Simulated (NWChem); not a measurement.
AlN₂H₄Br; SMILES [NH2][Al]([NH2])[Br]

```xyz
8

Al     0.0000     0.0000    -0.9572
Br     0.0000     0.0000     1.3062
N      0.0000     1.5558    -1.7900
H      0.0000     1.6942    -2.7936
H      0.0000     2.4500    -1.3135
N      0.0000    -1.5558    -1.7900
H      0.0000    -1.6942    -2.7936
H      0.0000    -2.4500    -1.3135
```
Atoms are numbered in this order, from 1.

Geometry: optimised at PBE0/def2-SVP.

Symmetry labels are those of C2v in the frame above (b1 and b2, or b-type labels, depend on it).

List the 4 lowest vertical singlet excitations from B3LYP/def2-SVPD, TDA (NWChem).


```json
[
 {"state": "S1", "energy (eV)": "5.27", "oscillator strength": "0.000", "symmetry": "a2", "leading excitation (squared amplitude)": "HOMO → LUMO (0.99)"},
 {"state": "S2", "energy (eV)": "5.79", "oscillator strength": "0.030", "symmetry": "b1", "leading excitation (squared amplitude)": "HOMO−1 → LUMO (0.98)"},
 {"state": "S3", "energy (eV)": "6.32", "oscillator strength": "0.035", "symmetry": "b2", "leading excitation (squared amplitude)": "HOMO−2 → LUMO (0.97)"},
 {"state": "S4", "energy (eV)": "6.71", "oscillator strength": "0.168", "symmetry": "b1", "leading excitation (squared amplitude)": "HOMO−3 → LUMO (0.95)"}
]
```
